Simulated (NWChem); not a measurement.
# AlH$_{3}$S; SMILES [SH][AlH2]

```xyz
5

Al     0.0174    -1.1197     0.0000
H      1.4228    -1.8470     0.0000
H     -1.3843    -1.8595     0.0000
S      0.0635     1.0659     0.0000
H     -1.2807     1.2079     0.0000
```
Atoms are numbered in this order, from 1.

Structure relaxed at the PBE0/def2-SVP level.

Symmetry labels are those of Cs in the frame above (b1 and b2, or b-type labels, depend on it).

### Question
List the 6 lowest vertical singlet excitations from PBE/6-31+G* (spherical d), TDA (NWChem).

### Answer
| state | energy (eV) | oscillator strength | symmetry | leading excitation (squared amplitude) |
|---|---|---|---|---|
| S1 | 5.08 | 0.100 | a' | HOMO → LUMO (0.92) |
| S2 | 5.33 | 0.000 | a" | HOMO−1 → LUMO (1.00) |
| S3 | 5.56 | 0.001 | a" | HOMO−2 → LUMO (0.99) |
| S4 | 5.95 | 0.082 | a" | HOMO → LUMO+1 (0.98) |
| S5 | 6.44 | 0.006 | a" | HOMO → LUMO+2 (0.98) |
| S6 | 6.64 | 0.014 | a' | HOMO−1 → LUMO+1 (0.89) |
